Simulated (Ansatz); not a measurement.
`C[CH](C)[In]([OH])[SH]` and `C[CH2][In]([OH])[SH]` differ in one atom or group.

Ansatz, PBE0-D4/def2-TZVP geometries, multiplicity 1. Each molecule was computed in one conformer, which needn't be the lowest.

Elements past krypton have def2 core potentials.

| property | `C[CH](C)[In]([OH])[SH]` |
| --- | --- |
| size of the dipole moment (B3LYP/def2-TZVPP) / D | 3.48 |
| LUMO energy (ωB97M-V/def2-TZVPP) / eV | 0.56 |
| HOMO–LUMO gap (PBE/def2-TZVPP) / eV | 4.19 |
| HOMO energy (B3LYP/def2-TZVPP) / eV | -6.98 |
| HOMO energy (PBE0/def2-TZVPP) / eV | -7.23 |
| HOMO–LUMO gap (B3LYP/def2-TZVPP) / eV | 5.72 |

Q: Give the same properties after the change, and the shifts. (An estimate is asked.)

A: Ansatz gave: 
```json
{"property": "size of the dipole moment (B3LYP/def2-TZVPP) / D", "`C[CH2][In]([OH])[SH]`": "3.35", "shift": "-0.13"}
{"property": "LUMO energy (ωB97M-V/def2-TZVPP) / eV", "`C[CH2][In]([OH])[SH]`": "0.62", "shift": "0.06"}
{"property": "HOMO–LUMO gap (PBE/def2-TZVPP) / eV", "`C[CH2][In]([OH])[SH]`": "4.23", "shift": "0.04"}
{"property": "HOMO energy (B3LYP/def2-TZVPP) / eV", "`C[CH2][In]([OH])[SH]`": "-6.99", "shift": "-0.01"}
{"property": "HOMO energy (PBE0/def2-TZVPP) / eV", "`C[CH2][In]([OH])[SH]`": "-7.24", "shift": "-0.01"}
{"property": "HOMO–LUMO gap (B3LYP/def2-TZVPP) / eV", "`C[CH2][In]([OH])[SH]`": "5.74", "shift": "0.02"}
```

Dipoles are sizes alone; their direction can turn.

B3LYP here is the variant with VWN-RPA as its local correlation; programs differ in this.
